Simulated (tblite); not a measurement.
Parent: `[CH2:1]1[CH2:2][S:3][SiH2:4][O:5]1` with O5–C1–C2–S3 -43°, C1–C2–S3–Si4 31°, C2–S3–Si4–O5 -12°, S3–Si4–O5–C1 -10°, C2H6OSSi.

The geometries are computed with GFN2-xTB (gas phase). One conformer each, not checked by frequencies here.

| coordinate of the parent | value |
| --- | --- |
| C1–C2 | 1.521 Å |
| C2–S3 | 1.826 Å |
| S3–Si4 | 2.148 Å |
| Si4–O5 | 1.627 Å |
| C1–O5 | 1.401 Å |
| C2–C1–O5 | 110.3° |
| C1–C2–S3 | 108.5° |
| C2–S3–Si4 | 90.5° |
| S3–Si4–O5 | 97.0° |
| C1–O5–Si4 | 118.3° |

**Question.** How does the shared frame change in `[CH2:1]=[CH:2][CH2:3][C@@H:4]1[CH2:5][O:6][SiH2:7][S:8]1` with C1–C2–C3–C4 -122°, C2–C3–C4–C5 58°, C3–C4–C5–O6 -166°, C4–C5–O6–Si7 35°, C5–O6–Si7–S8 -12°, O6–Si7–S8–C4 -11°, C5H10OSSi? Atoms pair as C1 = C5, C2 = C4, S3 = S8, Si4 = Si7, O5 = O6 (parent first).

**Answer.** 
| parent | relative | value in the relative | change |
| --- | --- | --- | --- |
| C1–C2 | C5–C4 | 1.526 Å | +0.005 |
| C2–S3 | C4–S8 | 1.842 Å | +0.016 |
| S3–Si4 | S8–Si7 | 2.142 Å | -0.006 |
| Si4–O5 | Si7–O6 | 1.626 Å | -0.001 |
| C1–O5 | C5–O6 | 1.399 Å | -0.002 |
| C2–C1–O5 | C4–C5–O6 | 111.1° | +0.8 |
| C1–C2–S3 | C5–C4–S8 | 107.7° | -0.8 |
| C2–S3–Si4 | C4–S8–Si7 | 91.2° | +0.7 |
| S3–Si4–O5 | S8–Si7–O6 | 97.1° | +0.1 |
| C1–O5–Si4 | C5–O6–Si7 | 118.3° | 0.0 |

Of the parent's bonds, C2–S3 changes most (+0.016 Å). Bonds of the relative outside the shared frame: C1=C2 1.320, C2–C3 1.496, C3–C4 1.528 Å. Point group C1 → C1.

**Question.** How does the shared frame change in `[CH3:1][C:2]#[C:3][C@@H:4]1[CH2:5][O:6][SiH2:7][S:8]1` with C3–C4–C5–O6 -75°, C4–C5–O6–Si7 -32°, C5–O6–Si7–S8 5°, O6–Si7–S8–C4 17°, C5H8OSSi? Atoms pair as C1 = C5, C2 = C4, S3 = S8, Si4 = Si7, O5 = O6 (parent first).

**Answer.** 
```tsv
parent	relative	value in the relative	change
C1–C2	C5–C4	1.531 Å	+0.010
C2–S3	C4–S8	1.848 Å	+0.022
S3–Si4	S8–Si7	2.145 Å	-0.003
Si4–O5	Si7–O6	1.626 Å	-0.001
C1–O5	C5–O6	1.399 Å	-0.002
C2–C1–O5	C4–C5–O6	110.8°	+0.5
C1–C2–S3	C5–C4–S8	107.0°	-1.5
C2–S3–Si4	C4–S8–Si7	89.9°	-0.6
S3–Si4–O5	S8–Si7–O6	97.3°	+0.3
C1–O5–Si4	C5–O6–Si7	118.5°	+0.2
```

Of the parent's bonds, C2–S3 changes most (+0.022 Å). Bonds of the relative outside the shared frame: C1–C2 1.445, C2≡C3 1.200, C3–C4 1.442 Å. Point group C1 → C1.

**Question.** How does the shared frame change in `[CH3:1][C:2]([CH3:3])([CH3:4])[C@@H:5]1[CH2:6][O:7][SiH2:8][S:9]1` with C2–C5–C6–O7 -169°, C5–C6–O7–Si8 37°, C6–O7–Si8–S9 -12°, O7–Si8–S9–C5 -11°, C6H14OSSi? Atoms pair as C1 = C6, C2 = C5, S3 = S9, Si4 = Si8, O5 = O7 (parent first).

**Answer.** 
```csv
parent,relative,value in the relative,change
C1–C2,C6–C5,1.527 Å,+0.006
C2–S3,C5–S9,1.846 Å,+0.020
S3–Si4,S9–Si8,2.139 Å,-0.009
Si4–O5,Si8–O7,1.625 Å,-0.002
C1–O5,C6–O7,1.400 Å,-0.001
C2–C1–O5,C5–C6–O7,110.9°,+0.6
C1–C2–S3,C6–C5–S9,107.0°,-1.5
C2–S3–Si4,C5–S9–Si8,91.3°,+0.8
S3–Si4–O5,S9–Si8–O7,96.9°,-0.1
C1–O5–Si4,C6–O7–Si8,118.2°,-0.1
```

Of the parent's bonds, C2–S3 changes most (+0.020 Å). Bonds of the relative outside the shared frame: C1–C2 1.532, C2–C3 1.533, C2–C4 1.529, C2–C5 1.539 Å. Point group C1 → C1.

**Question.** How does the shared frame change in `[CH3:1][O:2][CH2:3][C@@H:4]1[CH2:5][O:6][SiH2:7][S:8]1` with C1–O2–C3–C4 -73°, O2–C3–C4–C5 -55°, C3–C4–C5–O6 -162°, C4–C5–O6–Si7 36°, C5–O6–Si7–S8 -13°, O6–Si7–S8–C4 -9°, C4H10O2SSi? Atoms pair as C1 = C5, C2 = C4, S3 = S8, Si4 = Si7, O5 = O6 (parent first).

**Answer.** 
```tsv
parent	relative	value in the relative	change
C1–C2	C5–C4	1.526 Å	+0.005
C2–S3	C4–S8	1.832 Å	+0.006
S3–Si4	S8–Si7	2.150 Å	+0.002
Si4–O5	Si7–O6	1.624 Å	-0.003
C1–O5	C5–O6	1.400 Å	-0.001
C2–C1–O5	C4–C5–O6	110.9°	+0.6
C1–C2–S3	C5–C4–S8	108.5°	0.0
C2–S3–Si4	C4–S8–Si7	91.1°	+0.6
S3–Si4–O5	S8–Si7–O6	97.0°	0.0
C1–O5–Si4	C5–O6–Si7	118.3°	0.0
```

Of the parent's bonds, C1–C2 and C2–S3 change most and about equally (+0.005 to +0.006 Å). Bonds of the relative outside the shared frame: C1–O2 1.408, O2–C3 1.405, C3–C4 1.529 Å. Point group C1 → C1.
